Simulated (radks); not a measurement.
The numbers below are computed, except where a source is named.
Spherical quantum dot in the effective-mass picture: electrons in a hard-walled sphere of radius 3.52, all in effective atomic units (hartree* = m*/eps^2 hartree, bohr* = eps/m* bohr), one dielectric constant everywhere. Level of theory: non-relativistic Kohn-Sham, PBEsol, spin-polarised, spherical densities (a radial shooting solver with Libxc functionals). Levels are named by radial order and angular momentum (1s, 1p, 1d, 2s, ...), and open shells are averaged over m. Results are scaled to m* = 0.293 and eps = 8.5, for which hartree* = 110.4 meV and bohr* = 1.535 nm.

N = 16, configuration 1s2 1p6 1d(up 5, down 3). This is the lowest configuration that the search found. Occupied and some empty levels:

level,occupation,eigenvalue (meV),<r> (nm)
1s up,1,687.74,3.486
1s down,1,691.02,3.474
1p up,3,713.71,3.674
1p down,3,717.23,3.669
1d up,5,756.66,3.822
1d down,3,760.33,3.820
1f up,0,814.23,3.941
1f down,0,817.99,3.940
2s up,0,837.83,2.463
2s down,0,839.26,2.461
2p up,0,916.70,2.843
2p down,0,918.78,2.840

Energy (meV): total 6627.91, kinetic 2045.8, external 0, Hartree 5336.6, exchange-correlation -754.46.

Electron density:

r (nm),n(r) (e/nm^3)
0.152,0.002894
0.421,0.003225
0.690,0.003930
0.959,0.005119
1.23,0.006928
1.50,0.009512
1.77,0.01301
2.04,0.01753
2.30,0.02301
2.57,0.02922
2.84,0.03573
3.11,0.04166
3.38,0.04593
3.65,0.04731
3.92,0.04474
4.19,0.03785
4.46,0.02746
4.73,0.01579
5.00,0.005996
5.26,0.0006966
